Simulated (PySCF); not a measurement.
A PySCF script (with the pyscf-properties extension) for the NMR shieldings of `C#CCP([SiH3])CC`, C$_{5}$H$_{11}$PSi, on a GFN2-xTB geometry:

```python
import basis_set_exchange as bse
import numpy as np
from pyscf import gto, dft
from pyscf.prop import nmr

atoms = """
C    -1.625968    2.528996    1.904924
C    -0.611876    2.028366    1.511289
C     0.582372    1.388788    1.015852
P     0.295098   -0.455318    0.801246
Si    2.186351   -0.920678   -0.308493
C    -0.910051   -0.342897   -0.617938
C    -1.241003   -1.715647   -1.184940
H    -2.500255    2.985710    2.261173
H     0.877592    1.839866    0.062577
H     1.394727    1.513050    1.738406
H     2.205216   -2.353006   -0.597086
H     2.331054   -0.178017   -1.568049
H     3.308164   -0.571621    0.563342
H    -1.815177    0.126811   -0.219291
H    -0.510084    0.313115   -1.397827
H    -1.607726   -2.371635   -0.397501
H    -2.009287   -1.635533   -1.952301
H    -0.357906   -2.174033   -1.627040
"""
names = dict.fromkeys(["C", "P", "Si", "H"], "pcSseg-1")
basis = {el: gto.basis.parse(bse.get_basis(n, elements=[el], fmt="nwchem")) for el, n in names.items()}
mol = gto.M(atom=atoms, basis=basis, charge=0, verbose=0)
mf = dft.RKS(mol, xc="PBE0")
mf.grids.level = 2
mf.grids.alignment = dft.numint.BLKSIZE   # the property module wants whole blocks of grid points
mf.conv_tol = 1e-9
mf.kernel()

calc = nmr.RKS(mf)   # GIAO
C = mf.mo_coeff
Co = C[:, mf.mo_occ > 0]
resp = mf.gen_response(singlet=True, hermi=2)
def vind(x):   # induced exchange potential for any number of trial vectors
    d = np.einsum("pi,xij,qj->xpq", C, 2 * x.reshape(-1, C.shape[1], Co.shape[1]), Co, optimize=True)
    return np.einsum("xpq,pi,qj->xij", resp(d - d.transpose(0, 2, 1)), C, Co, optimize=True).ravel()
mo1, _ = nmr.rhf.solve_mo1(calc, with_cphf=vind)
sigma = calc.kernel(mo1)
for i, s in enumerate(sigma):   # ppm
    print("%2d %-2s %9.2f" % (i, mol.atom_pure_symbol(i), np.trace(s) / 3))
```

Problem. What does it print?

Solution. 
```
 0 C     110.37
 1 C     100.95
 2 C     169.80
 3 P     437.03
 4 Si    421.75
 5 C     162.15
 6 C     173.46
 7 H      30.24
 8 H      29.31
 9 H      29.29
10 H      27.73
11 H      28.07
12 H      27.93
13 H      29.25
14 H      30.25
15 H      30.55
16 H      30.16
17 H      30.74
```

These numbers come from an equivalent density-fitted implementation of the same equations, which agrees with the script to about 0.01 ppm for H and up to a few tenths of a ppm for heavy atoms, so last digits may differ.

Size and cost of the density-fitted run: 188 basis functions, roughly 80 core-seconds.
